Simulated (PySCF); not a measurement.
Predicted microwave data (PBE0-D3(BJ)/def2-SVP geometry optimisation, gas phase in PySCF 2.14.0) for one isomer of C2H8SSeSi:

* Rotational constants: A = 3846, B = 966.3, C = 913.7 MHz
* Dipole components: |μa| = 1.01 D, |μb| = 0.48 D, |μc| = 2.03 D
* Inertial defect: -101.33 u·Å²
* κ: -0.96

**Question.** Which structure is it? (One computed conformer of each.)
A. `[CH3:1][S:2][SiH2:3][CH2:4][SeH:5]` with C1–S2–Si3–C4 177°, S2–Si3–C4–Se5 177°, Si3–C4–Se5–H -60°
B. `[CH3:1][S:2][SiH2:3][Se:4][CH3:5]` with C1–S2–Si3–Se4 59°, S2–Si3–Se4–C5 -142°

**Answer.** B. It is CS[SiH2][Se]C, a near-prolate asymmetric top, point group C1. The candidates at the same level (rigid rotor, commonest isotopes):

```json
{"SMILES": "CS[SiH2]C[SeH]", "A (MHz)": "9332", "B (MHz)": "550.9", "C (MHz)": "528.9", "μa (D)": "0.91", "μb (D)": "0.78", "μc (D)": "0.34", "Δ (u·Å²)": "-15.96", "point group": "–", "rotor": "near-prolate asymmetric top"}
{"SMILES": "CS[SiH2][Se]C", "A (MHz)": "3846", "B (MHz)": "966.3", "C (MHz)": "913.7", "μa (D)": "1.01", "μb (D)": "0.48", "μc (D)": "2.03", "Δ (u·Å²)": "-101.33", "point group": "C1", "rotor": "near-prolate asymmetric top"}
```

`CS[SiH2]C[SeH]` has A 143 % too high. No structure here is proved a minimum.
